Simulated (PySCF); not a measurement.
## EPR parameters of C3H11OSi3

Compound: C3H11OSi3 (doublet state).
Z-matrix (Å and degrees, GFN2-xTB geometry), rows numbered from 1:
```
Si
O   1  1.6221
Si  2  1.6319  1  157.65
Si  3  2.3029  2  108.43  1    66.20
C   3  1.8915  2  108.63  1   -55.83
C   5  1.5022  3  120.69  2   -28.60
C   6  1.4919  5   60.28  3   108.99
H   1  1.4574  2  108.31  3   -52.15
H   1  1.4575  2  109.04  3    73.44
H   3  1.4716  2  101.12  1  -169.06
H   4  1.4669  3  111.70  2   108.82
H   4  1.4686  3  112.64  2  -131.81
H   4  1.4691  3  114.39  2   -11.25
H   5  1.0848  3  115.24  2  -174.19
H   6  1.0798  5  117.81  7  -108.12
H   6  1.0806  5  118.64  7   108.43
H   7  1.0811  5  118.16  6   107.91
H   7  1.0806  5  118.71  6  -108.35
```

The hyperfine couplings belong to this conformer and change with its torsions.

The species is `[SiH2]O[Si@H]([SiH3])C1CC1` [radical].

Method: UKS B3LYP, pcH-1 on C H O Si, non-relativistic, mean-field spin-orbit, GIAO in PySCF 2.14.0. One conformer (not necessarily the lowest) at the GFN2-xTB geometry, without solvent, vibrations or thermal averaging. GFN2-xTB frequencies show an imaginary mode (31i cm⁻¹), so this geometry is no minimum at that level. A GFN2-xTB geometry isn't a minimum of the functional, and hyperfine couplings can be far from their values at a DFT geometry, by a factor of two or more for some ions and for spin on atoms past the first row. No stability test was run, so a lower SCF solution isn't excluded.

```json
{
 "g1, g2, g3": "2.00165, 2.00221, 2.00409",
 "g_iso": "2.00265",
 "Form of g": "rhombic: the two nearest values differ by 23 % of g3 − g1",
 "⟨S²⟩": "0.7511 (exact 0.7500)",
 "HOMO–LUMO gap, α and β orbitals": "5.00, 5.09 eV",
 "Basis functions": "315"
}
```

Isotropic coupling and dipolar principal values T1 to T3, in G; ρ(0) is the spin density at the nucleus (MHz turned into gauss with g_iso; 10 G = 1 mT):

```json
{"atom": "Si1", "isotope": "29Si", "a_iso": "-213.7", "of which spin–orbit": "0.4", "T1": "-56.3", "T2": "28.1", "T3": "28.2", "Mulliken spin population": "0.89", "ρ(0) (bohr⁻³)": "0.6752"}
{"atom": "O2", "isotope": "17O", "a_iso": "-16.9", "of which spin–orbit": "0.0", "T1": "-8.6", "T2": "4.1", "T3": "4.5", "Mulliken spin population": "0.04", "ρ(0) (bohr⁻³)": "0.0778"}
{"atom": "Si3", "isotope": "29Si", "a_iso": "-3.8", "of which spin–orbit": "0.0", "T1": "-1.5", "T2": "0.7", "T3": "0.8", "Mulliken spin population": "0.00", "ρ(0) (bohr⁻³)": "0.0120"}
{"atom": "Si4", "isotope": "29Si", "a_iso": "0.1", "of which spin–orbit": "0.0", "T1": "-0.1", "T2": "0.0", "T3": "0.1", "Mulliken spin population": "0.00", "ρ(0) (bohr⁻³)": "-0.0003"}
{"atom": "C5", "isotope": "13C", "a_iso": "1.3", "of which spin–orbit": "0.0", "T1": "-0.2", "T2": "-0.2", "T3": "0.4", "Mulliken spin population": "0.00", "ρ(0) (bohr⁻³)": "0.0032"}
{"atom": "C6", "isotope": "13C", "a_iso": "0.0", "of which spin–orbit": "0.0", "T1": "-0.1", "T2": "-0.1", "T3": "0.2", "Mulliken spin population": "0.00", "ρ(0) (bohr⁻³)": "0.0000"}
{"atom": "C7", "isotope": "13C", "a_iso": "0.5", "of which spin–orbit": "0.0", "T1": "-0.2", "T2": "-0.1", "T3": "0.3", "Mulliken spin population": "0.00", "ρ(0) (bohr⁻³)": "0.0013"}
{"atom": "H8", "isotope": "1H", "a_iso": "31.8", "of which spin–orbit": "0.0", "T1": "-3.1", "T2": "0.3", "T3": "2.9", "Mulliken spin population": "0.03", "ρ(0) (bohr⁻³)": "0.0200"}
{"atom": "H9", "isotope": "1H", "a_iso": "33.8", "of which spin–orbit": "0.0", "T1": "-3.1", "T2": "0.3", "T3": "2.9", "Mulliken spin population": "0.03", "ρ(0) (bohr⁻³)": "0.0212"}
{"atom": "H10", "isotope": "1H", "a_iso": "0.2", "of which spin–orbit": "0.0", "T1": "-0.5", "T2": "-0.4", "T3": "0.9", "Mulliken spin population": "0.00", "ρ(0) (bohr⁻³)": "0.0001"}
{"atom": "H11", "isotope": "1H", "a_iso": "0.0", "of which spin–orbit": "0.0", "T1": "-0.2", "T2": "-0.2", "T3": "0.3", "Mulliken spin population": "0.00", "ρ(0) (bohr⁻³)": "0.0000"}
{"atom": "H12", "isotope": "1H", "a_iso": "0.1", "of which spin–orbit": "0.0", "T1": "-0.2", "T2": "-0.1", "T3": "0.3", "Mulliken spin population": "0.00", "ρ(0) (bohr⁻³)": "0.0000"}
{"atom": "H13", "isotope": "1H", "a_iso": "0.0", "of which spin–orbit": "0.0", "T1": "-0.3", "T2": "-0.3", "T3": "0.6", "Mulliken spin population": "0.00", "ρ(0) (bohr⁻³)": "0.0000"}
{"atom": "H14", "isotope": "1H", "a_iso": "1.3", "of which spin–orbit": "0.0", "T1": "-0.2", "T2": "-0.2", "T3": "0.4", "Mulliken spin population": "0.00", "ρ(0) (bohr⁻³)": "0.0008"}
{"atom": "H15", "isotope": "1H", "a_iso": "0.1", "of which spin–orbit": "0.0", "T1": "-0.5", "T2": "-0.5", "T3": "1.0", "Mulliken spin population": "0.00", "ρ(0) (bohr⁻³)": "0.0000"}
{"atom": "H16", "isotope": "1H", "a_iso": "0.0", "of which spin–orbit": "0.0", "T1": "-0.2", "T2": "-0.2", "T3": "0.3", "Mulliken spin population": "0.00", "ρ(0) (bohr⁻³)": "0.0000"}
{"atom": "H17", "isotope": "1H", "a_iso": "0.3", "of which spin–orbit": "0.0", "T1": "-0.7", "T2": "-0.5", "T3": "1.1", "Mulliken spin population": "0.00", "ρ(0) (bohr⁻³)": "0.0002"}
{"atom": "H18", "isotope": "1H", "a_iso": "0.3", "of which spin–orbit": "0.0", "T1": "-0.2", "T2": "-0.2", "T3": "0.4", "Mulliken spin population": "0.00", "ρ(0) (bohr⁻³)": "0.0002"}
```

The largest Mulliken spin population is on Si1 (+0.89). The angles at Si1 add up to 332.2°, so it is pyramidal.

Axes: g3 points within 7° of the Si1–O2 bond.

Under fast tumbling the dipolar parts average out, and these isotropic splittings remain: 2 × 1H (H8/H9, I = 1/2, 3 lines) with 3.28 mT and 1 × 1H (H14, I = 1/2, 2 lines) with 0.13 mT.

Class means assume fast exchange of nuclei equivalent by connectivity; if that motion is slow, each nucleus keeps its own coupling.

The 29Si coupling of Si1 (-599.1 MHz) shows only in satellite lines or after enrichment, since that isotope makes up about 4.7 % of natural silicon.

The 17O coupling of O2 (-47.3 MHz) shows only in satellite lines or after enrichment, since that isotope makes up about 0.038 % of natural oxygen.
